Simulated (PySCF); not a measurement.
Match the calculated data to a structure.

All candidates are CH10O2Si3.

- NMR, other nuclei: isotropic shieldings of nuclei other than C and H, by class: 277 (1 O), 287 (1 O), 379 (1 Si), 395 (1 Si), 430 (1 Si) ppm [GIAO PBE0/pcSseg-1]
- 13C NMR: chemical shifts (computed TMS as zero) by class: -3.6 (1 C) ppm [GIAO PBE0/pcSseg-1]
- 1H NMR: chemical shifts (computed TMS as zero) by class: 5.14 (3 H), 4.85 (1 H), 4.00 (3 H), 2.16 (1 H), -0.13 (1 H), -0.15 (1 H) ppm [GIAO PBE0/pcSseg-1]
- Dipole: 1.43 D [PBE0/pcSseg-1]
- Rotational structure: rotational constants A, B, C: 2.003, 1.271, 0.905 GHz [GFN2-xTB]

The electronic properties come from PySCF, for the isolated species, density fitting. Levels stand in brackets. The structure is a single GFN2-xTB conformer in the gas phase; no vibrational or solvent corrections. NMR classes are plain means over equivalent atoms (diastereotopic ones count apart unless rotation or inversion swaps them), as if these changed places fast.

Problem. Which candidate is it?
A. `[SiH3]CO[SiH2]O[SiH3]`
B. `O[Si@H](C[SiH3])O[SiH3]`
C. `C[SiH2]O[SiH2]O[SiH3]`

Solution. B. It is `O[Si@H](C[SiH3])O[SiH3]`. Numbering: `[OH:1][Si@H:2]([CH2:3][SiH3:4])[O:5][SiH3:6]`. Its formula, CH10O2Si3, gives 0 degrees of unsaturation, so no ring and no π bond. The one carbon: sp3 carbon bound to silicon [C3] (-3.6 ppm). Hydrogen classes from least to most shielded: 3 H on an oxygen-bound silicon, Si6 (5.14 ppm), 1 H on an oxygen-bound silicon, Si2 (4.85 ppm), 3 H on an SiH3 silicon, Si4 (4.00 ppm), 1 H on a silanol oxygen, O1 (2.16 ppm), 1 H on an sp3 carbon bound to silicon, C3 (-0.13 ppm), 1 H on an sp3 carbon bound to silicon, C3 (-0.15 ppm). The other shieldings belong to: 277 ppm, silanol oxygen [O1]; 287 ppm, siloxane oxygen [O5]; 379 ppm, oxygen-bound silicon [Si2]; 395 ppm, oxygen-bound silicon [Si6]; 430 ppm, SiH3 silicon [Si4]. The optimised geometry has point group C1 and is an asymmetric top.

The others, at the same levels:
- `C[SiH2]O[SiH2]O[SiH3]` fails: its computed 1H shifts are 5.36 (2 H), 5.23 (3 H), 4.93 (2 H), 0.38 (3 H) ppm, rotational constant A is 2.785 GHz (against 2.003 GHz) and smallest rotational constant is 0.803 GHz (against 0.905 GHz).
- `[SiH3]CO[SiH2]O[SiH3]` fails: its computed 13C shifts are 51.2 (1 C) ppm, 1H shifts are 5.25 (3 H), 4.79 (2 H), 4.06 (2 H), 4.03 (3 H) ppm and rotational constant A is 2.470 GHz (against 2.003 GHz).

Each candidate is one conformer, not necessarily the lowest. Dipoles, sizes and rotational constants follow the conformer. The torsions of the flexible species, by atom-mapped SMILES:
- `[OH:1][Si@H:2]([CH2:3][SiH3:4])[O:5][SiH3:6]`: O1–Si2–C3–Si4 -63°, O1–Si2–O5–Si6 148°, H–O1–Si2–C3 65°
- `[CH3:1][SiH2:2][O:3][SiH2:4][O:5][SiH3:6]`: C1–Si2–O3–Si4 -116°, Si2–O3–Si4–O5 5°, O3–Si4–O5–Si6 2°
- `[SiH3:1][CH2:2][O:3][SiH2:4][O:5][SiH3:6]`: Si1–C2–O3–Si4 137°, C2–O3–Si4–O5 -42°, O3–Si4–O5–Si6 -7°
